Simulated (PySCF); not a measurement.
C$_{2}$H$_{6}$OSi (SMILES C=C[SiH2]O), singlet, geometry from GFN2-xTB; HF/6-31G* run with PySCF.

PySCF was given this input:
```python
from pyscf import gto, scf, solvent

mol = gto.M(
    atom='''
Si    0.562075   -0.189384   -0.690142
O     1.180600   -1.008418    0.572141
C    -0.987410    0.774664   -0.214630
C    -1.580636    0.725020    0.968122
H     0.270557   -1.271422   -1.621105
H     1.545949    0.768875   -1.208775
H     1.375069   -0.578976    1.400430
H    -1.424131    1.409612   -0.975774
H    -1.200185    0.105682    1.766227
H    -2.472831    1.286847    1.202909
''',
    basis='6-31g*',
    charge=0,
    spin=0,
    verbose=4,
)

mf = scf.RHF(mol)
mf.kernel()
```

### Question
Write the output that PySCF gives for this input, abridged.

### Answer

```
PySCF version 2.14.0

[INPUT] verbose = 4
[INPUT] num. atoms = 10
[INPUT] num. electrons = 40
[INPUT] charge = 0
[INPUT] spin (= nelec alpha-beta = 2S) = 0
[INPUT] symmetry False subgroup None
[INPUT] Mole.unit = angstrom
[INPUT] Symbol           X                Y                Z      unit          X                Y                Z       unit  Magmom
[INPUT]  1 Si     0.562075000000  -0.189384000000  -0.690142000000 AA    1.062167811465  -0.357883892375  -1.304179367060 Bohr   0.0
[INPUT]  2 O      1.180600000000  -1.008418000000   0.572141000000 AA    2.231010662662  -1.905633839082   1.081189794635 Bohr   0.0
[INPUT]  3 C     -0.987410000000   0.774664000000  -0.214630000000 AA   -1.865934472657   1.463902798560  -0.405591918115 Bohr   0.0
[INPUT]  4 C     -1.580636000000   0.725020000000   0.968122000000 AA   -2.986969142628   1.370089234832   1.829485435166 Bohr   0.0
[INPUT]  5 H      0.270557000000  -1.271422000000  -1.621105000000 AA    0.511278631084  -2.402639368747  -3.063444469163 Bohr   0.0
[INPUT]  6 H      1.545949000000   0.768875000000  -1.208775000000 AA    2.921420212545   1.452963174025  -2.284253696221 Bohr   0.0
[INPUT]  7 H      1.375069000000  -0.578976000000   1.400430000000 AA    2.598503812380  -1.094106072696   2.646429156625 Bohr   0.0
[INPUT]  8 H     -1.424131000000   1.409612000000  -0.975774000000 AA   -2.691217555503   2.663780621900  -1.843945619471 Bohr   0.0
[INPUT]  9 H     -1.200185000000   0.105682000000   1.766227000000 AA   -2.268020948811   0.199710036296   3.337685303812 Bohr   0.0
[INPUT] 10 H     -2.472831000000   1.286847000000   1.202909000000 AA   -4.672973342334   2.431788394218   2.273168562774 Bohr   0.0

nuclear repulsion = 160.249356709659
number of shells = 38
number of NR pGTOs = 156
number of NR cGTOs = 72
basis = 6-31g*
ecp = {}

******** <class 'pyscf.scf.hf.RHF'> ********
method = RHF
initial guess = minao
damping factor = 0
level_shift factor = 0
DIIS = <class 'pyscf.scf.diis.CDIIS'>
diis_start_cycle = 1
diis_space = 8
diis_damp = 0
SCF conv_tol = 1e-09
SCF conv_tol_grad = None
SCF max_cycles = 50
direct_scf = True
direct_scf_tol = 1e-13
Set gradient conv threshold to 3.16228e-05
Initial guess from minao.
init E= -443.354662907464
  HOMO = -0.285747674347308  LUMO = 0.0365776215866878  gap/eV = 8.77092
cycle= 1 E= -442.941104134586  delta_E= 0.414  |g|= 0.533  |ddm|= 2.62
  HOMO = -0.392044314590527  LUMO = 0.126938108723498  gap/eV = 14.12223
cycle= 2 E= -443.000125144496  delta_E= -0.059  |g|= 0.281  |ddm|= 0.588
  HOMO = -0.380799413224267  LUMO = 0.137710224386913  gap/eV = 14.10937
cycle= 3 E= -443.015393291855  delta_E= -0.0153  |g|= 0.056  |ddm|= 0.213
  HOMO = -0.378261397734164  LUMO = 0.142877810543424  gap/eV = 14.18092
cycle= 4 E= -443.016410203688  delta_E= -0.00102  |g|= 0.00681  |ddm|= 0.0756
  HOMO = -0.378226487676449  LUMO = 0.142377266711538  gap/eV = 14.16635
cycle= 5 E= -443.016430997804  delta_E= -2.08e-05  |g|= 0.0022  |ddm|= 0.0122
  HOMO = -0.378272897561342  LUMO = 0.142263352725585  gap/eV = 14.16451
cycle= 6 E= -443.016432736823  delta_E= -1.74e-06  |g|= 0.000731  |ddm|= 0.00318
  HOMO = -0.378191881544649  LUMO = 0.142300762999707  gap/eV = 14.16333
cycle= 7 E= -443.016433004442  delta_E= -2.68e-07  |g|= 0.000159  |ddm|= 0.00124
  HOMO = -0.378166727512101  LUMO = 0.142299410327912  gap/eV = 14.16260
cycle= 8 E= -443.016433019641  delta_E= -1.52e-08  |g|= 4.15e-05  |ddm|= 0.000338
  HOMO = -0.378168445042606  LUMO = 0.142297685048654  gap/eV = 14.16260
cycle= 9 E= -443.016433020851  delta_E= -1.21e-09  |g|= 1.51e-05  |ddm|= 8.91e-05
  HOMO = -0.378165672689246  LUMO = 0.142298193457093  gap/eV = 14.16254
cycle= 10 E= -443.016433021001  delta_E= -1.5e-10  |g|= 5.53e-06  |ddm|= 3.34e-05
  HOMO = -0.378167103406688  LUMO = 0.142297436889339  gap/eV = 14.16256
Extra cycle  E= -443.016433021021  delta_E= -2.06e-11  |g|= 2.42e-06  |ddm|= 9.96e-06
converged SCF energy = -443.016433021021
```
